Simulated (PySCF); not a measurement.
A calculated (LDA, PySCF 2.14, cc-pVDZ-DK, scalar relativity by spin-free X2C-1e) atom or ion has these occupied shells.

```csv
shell,electrons,orbital energy (eV),"rms radius, mean of both spins (bohr)"
1s α,1,-6408.0,0.0704
1s β,1,-6408.0,0.0704
2s α,1,-742.14,0.304
2s β,1,-739.99,0.304
2p α,3,-629.67,0.274
2p β,3,-627.99,0.274
3s α,1,-86.823,0.918
3s β,1,-81.833,0.918
3p α,3,-55.874,0.989
3p β,3,-51.005,0.989
3d α,5,-8.290,1.37
4s α,1,-5.660,3.38
4s β,1,-4.642,3.38
```

Name the element and its charge.

Mn (manganese, neutral), in [Ar] 3d5 4s2, high-spin 6S determinant.
